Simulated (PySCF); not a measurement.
Ionisation energy of Pt³³⁺ by level of theory

Pt³³⁺ [Kr] 4d9 (2D) → Pt³⁴⁺ [Kr] 4d8 (3F), as a difference of total energies. Computed with PySCF 2.14 in an even-tempered Gaussian basis (18 s from 2.8 bohr⁻², ratio 2.5; 12 p from 3.6 bohr⁻², ratio 2.5; 9 d from 3.6 bohr⁻², ratio 2.5; 4 f from 20 bohr⁻², ratio 2.7; 3 g from 30 bohr⁻², ratio 2.7), with no relativity, point nucleus. Correlated levels: outer shells: [Ar] 3d10 frozen; virtual orbitals above 40 to 60 times the deepest correlated orbital energy dropped. The calculations carry no spin-orbit coupling.

| method | ionisation energy (eV) |
| --- | --- |
| UHF | 1462.9 |
| LDA | 1464.8 |
| PBE | 1464.4 |
| PBE0 | 1464.6 |
| r2SCAN | 1464.3 |
| TPSSh | 1464.0 |
| MP2 (outer shells) | 1463.6 |

**Question.** Estimate what SCS-MP2 (outer shells) gives.

**Answer.** 1463.4 eV, closest to MP2 (outer shells) among the rows shown.

**Question.** Estimate what B2PLYP gives.

**Answer.** 1464.0 eV, closest to TPSSh among the rows shown.

Spin-orbit coupling is strong in these open shells (close to jj coupling). The scalar numbers leave it out and a first-order estimate fails, so it can dominate the gap to the real levels.

All relativistic terms are absent from these numbers, so their closeness to the reference says little about the methods.

For comparison: 1454 ± 5 eV (theoretical estimate listed by NIST; NIST Atomic Spectra Database, ionization energies).
